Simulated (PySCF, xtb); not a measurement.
**Two structures of AsGeH**

Structure X is a singlet given by its coordinates and structure Y is a singlet given by its coordinates. Both are isolated molecules in the gas phase, relaxed with BLYP-D3(BJ)/def2-SVP.

X (Å):

```xyz
3

As    0.6475    1.8307    2.1208
Ge   -0.2494    1.1441    0.3060
H    -0.8999    0.6433   -1.0120
```

Close contacts (Å): As1–Ge2 2.14, Ge2–H3 1.55.

Y (Å):

```xyz
3

As    1.2648   -0.2612    0.5231
Ge   -0.9618    0.2240    0.5795
H     0.4038   -0.3204   -0.8433
```

Close contacts (Å): As1–Ge2 2.28, As1–H3 1.62, Ge2–H3 2.05.

**Question.** Estimate E(Y) − E(X) at the level CCSD(T)/def2-TZVPP.

**Answer.** Calculated at CCSD(T)/def2-TZVPP: E(Y) − E(X) = −8.1 kcal/mol, so structure Y lies lower.

Level by level:

```
               level              geometry  E(Y) − E(X) (kcal/mol)  departure from the last row (kcal/mol)  job, with rough time for the two
            GFN2-xTB              GFN2-xTB                     −13.0                                    −4.9              optimisation, 0.14 s
           HF/STO-3G              GFN2-xTB                      −3.6                                    +4.4               single point, 2.5 s
  r2SCAN-D4/def2-SVP              GFN2-xTB                      −8.7                                    −0.6                single point, 11 s
BLYP-D3(BJ)/def2-SVP  BLYP-D3(BJ)/def2-SVP                     −12.3                                    −4.2                optimisation, 54 s
       HF/def2-TZVPP  BLYP-D3(BJ)/def2-SVP                     −15.7                                    −7.7           part of the CCSD(T) run
      MP2/def2-TZVPP  BLYP-D3(BJ)/def2-SVP                      −5.5                                    +2.6           part of the CCSD(T) run
  CCSD(T)/def2-TZVPP  BLYP-D3(BJ)/def2-SVP                      −8.1                                                        single point, 72 s
```

The levels shown agree on the order. The largest departure from CCSD(T)/def2-TZVPP is that of HF/def2-TZVPP, 7.7 kcal/mol. No reliable frequencies are at hand for Y, so it isn't confirmed as a minimum.

The correlated steps freeze 18 core orbitals; the filled d shell of As and Ge is correlated, in a basis made for valence electrons. Run with PySCF 2.14.0, xtb 6.7.1; the last row on 2 threads of Intel(R) Xeon(R) Platinum 8259CL CPU @ 2.50GHz (Skylake/Cascade Lake) on a shared host.
